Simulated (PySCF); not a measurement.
**Dipole moment and polarisability of `[SiH3]CC#CC(Cl)Cl`**

C4H6Cl2Si.
SMILES with atom numbers: `[SiH3:1][CH2:2][C:3]#[C:4][CH:5]([Cl:6])[Cl:7]` (hydrogens: H8, H9, H10 on Si1; H11, H12 on C2; H13 on C5)

Cartesian coordinates in Å at the GFN2-xTB level; atoms count from 1:
```
atom  x, y, z in Å
Si1    2.3246    0.1711    0.5213
C2     1.0777   -0.9988   -0.3510
C3    -0.2448   -0.4462   -0.3375
C4    -1.3393    0.0513   -0.3593
C5    -2.6495    0.6220   -0.2917
Cl6   -2.6585    2.0395    0.8159
Cl7   -3.8338   -0.5883    0.3088
H8     2.3543    1.4410   -0.2007
H9     1.9041    0.3599    1.9072
H10    3.6310   -0.4877    0.4618
H11    1.0598   -1.9671    0.1523
H12    1.3827   -1.1694   -1.3851
H13   -3.0126    0.9733   -1.2596
```

Level: PBE0/def2-SVPD (PySCF), static field, nuclei fixed, core orbitals frozen in the response. The polarisability tensor in these axes (au):

```
x   141.89  -7.74  -1.19
y    -7.74  98.97   6.00
z    -1.19   6.00  81.23
```

**Question.** Diagonalise the tensor; give its mean and Δα, where Δα² is half the sum of the squared differences of the eigenvalues.

**Answer.** Principal values 79.37, 99.40 and 143.32 au; mean 107.36 au = 15.91 Å³ = 17.70 × 10⁻⁴⁰ C²·m²/J; Δα = 56.65 au (53 % of the mean).

**Question.** What is the dipole moment, and where does it point?

**Answer.** (2.50, -0.84, -1.36) D, 2.97 D in size, pointing from the negative to the positive side. Measured along this direction, the outermost atoms are Cl7 and Cl6 at the negative end and H10 at the positive end.

**Question.** Find the Langevin capture rate constant for NO+ (29.998 u) meeting this molecule (151.962 u), k = 2.342 × 10⁻⁹ cm³/s × √(α in Å³ / reduced mass in u).

**Answer.** The reduced mass is 25.05 u, so k = 1.87 × 10⁻⁹ cm³/s. The formula leaves out the permanent dipole, which adds to the capture rate.

**Question.** What would n − 1 = 2πNα be for an ideal gas of these molecules at 500 K and 1 atm, electronic part alone?

**Answer.** N = p/kT = 1.4678 × 10¹⁹ cm⁻³, so n − 1 = 2π × N × 15.91 × 10⁻²⁴ cm³ = 1467 × 10⁻⁶ at long wavelengths.

**Question.** Give the eigenvalues of the traceless quadrupole moment Θ = ½Σq(3rr − r²1), origin at the centre of nuclear charge.

**Answer.** -4.77, -0.17, 4.94 D·Å. The values depend on the origin, since the dipole doesn't vanish. The electronic extent ⟨r²⟩ about the same centre is 2103 bohr², a root-mean-square distance of 2.75 Å for the 78 electrons.

Geometry: GFN2-xTB; no solvent, vibrations or thermal averaging.
